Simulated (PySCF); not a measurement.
A geometry optimisation on La(NH2)3 (`[NH2][La]([NH2])[NH2]`).

Method: PBE0-D3(BJ)/def2-SVP geometry optimisation, gas phase, def2 core potentials past Kr (PySCF 2.14.0). Start geometry: GFN2-xTB. The input is one job of a driver script: a line of settings, then coordinates in Å.

Input:
```
{"job": {"xc": "PBE0", "basis": "def2-SVP", "d3": "d3bj", "grid": 1, "maxiter": 30, "shake": 0.03, "kind": "geom"}, "charge": 0, "multiplicity": 1}
La     0.057050    -0.075390     0.013180
N      2.277760     0.252190    -0.036510
H      2.765990    -0.145630    -0.831060
H      2.934920     0.031620     0.793920
N     -1.386860     1.843380    -0.047110
H     -1.416260     2.478980     0.804630
H     -1.292810     2.507510    -0.802490
N     -0.873910    -2.109490     0.024130
H     -1.379040    -2.471160    -0.745370
H     -1.562190    -2.388780     0.831090
```

**Question.** Give the output.

**Answer.** 
```
step   0  E = -199.14911644  max force = 0.058581
step   1  E = -199.16483146  max force = 0.012512
step   2  E = -199.16748425  max force = 0.008038
step   3  E = -199.17091453  max force = 0.014982
step   4  E = -199.18009340  max force = 0.030015
step   5  E = -199.17828261  max force = 0.044859
step   6  E = -199.19298166  max force = 0.019378
step   7  E = -199.19863359  max force = 0.008453
step   8  E = -199.20530172  max force = 0.012955
step   9  E = -199.20692312  max force = 0.011093
step  10  E = -199.20832455  max force = 0.004823
step  11  E = -199.20854167  max force = 0.003013
step  12  E = -199.20871075  max force = 0.001771
step  13  E = -199.20885480  max force = 0.001577
step  14  E = -199.20889172  max force = 0.000725
step  15  E = -199.20890468  max force = 0.000456
step  16  E = -199.20891206  max force = 0.000397
optimisation converged
```

Energies in Eh; «max force» is the largest Cartesian gradient component in Eh/bohr.

**Question.** Give the first gradient maximum in eV/Å.

**Answer.** With 1 Eh/bohr = 51.422 eV/Å, 3.012 eV/Å.

**Question.** At which steps does the energy rise by more than 1e-5 Eh?

**Answer.** At step 5 (+1.81 mEh).

Summary of the converged run: final energy -199.20891 Eh after 16 steps; dipole 0.36 D.

**Question.** Estimate the wall time. Hardware: an Arm Neoverse V2 with one thread, on a shared host. And the peak memory of the process?

**Answer.** About 73 s, with 0.39 GiB resident at the peak, the Python interpreter and its libraries included.
Labels such as C1 count atoms from 1, the log's own numbers from 0.
